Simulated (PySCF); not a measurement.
SMILES C=C[SiH2]OC, GFN2-xTB optimised geometry.

```
13

C      2.65    -0.73     0.00
C      1.32    -0.73     0.00
Si     0.29     0.84     0.00
O     -1.21     0.21    -0.01
C     -2.43     0.90     0.00
H      3.21     0.19     0.00
H      3.23    -1.63     0.00
H      0.80    -1.68     0.00
H      0.51     1.67     1.19
H      0.52     1.68    -1.18
H     -2.52     1.52     0.89
H     -2.51     1.54    -0.88
H     -3.23     0.16    -0.01
```

Density from B3LYP/def2-TZVP (PySCF 2.14.0) at that geometry.

Minimum of the electron density along straight lines between bonded atoms, close to the bond critical point (lines longer than 1.1 times the sum of covalent radii, or with two minima, are not listed):

```
bond     length / Å  ρ at the minimum / e bohr⁻³  ∇²ρ there / e bohr⁻⁵  position (fraction from the first atom)
-------  ----------  ---------------------------  --------------------  ---------------------------------------
C1–C2         1.322                        0.360                 -1.13                                     0.51
C2–Si3        1.875                        0.123                  0.17                                     0.61
Si3–O4        1.624                        0.143                  0.91                                     0.41
O4–C5         1.392                        0.267                 -0.52                                     0.65
C1–H6         1.078                        0.290                 -1.04                                     0.64
C1–H7         1.080                        0.288                 -1.03                                     0.64
C2–H8         1.083                        0.283                 -0.99                                     0.64
Si3–H9        1.470                        0.126                  0.16                                     0.49
Si3–H10       1.470                        0.126                  0.16                                     0.49
C5–H11        1.093                        0.285                 -1.01                                     0.64
C5–H12        1.093                        0.285                 -1.01                                     0.64
C5–H13        1.091                        0.287                 -1.03                                     0.65
```
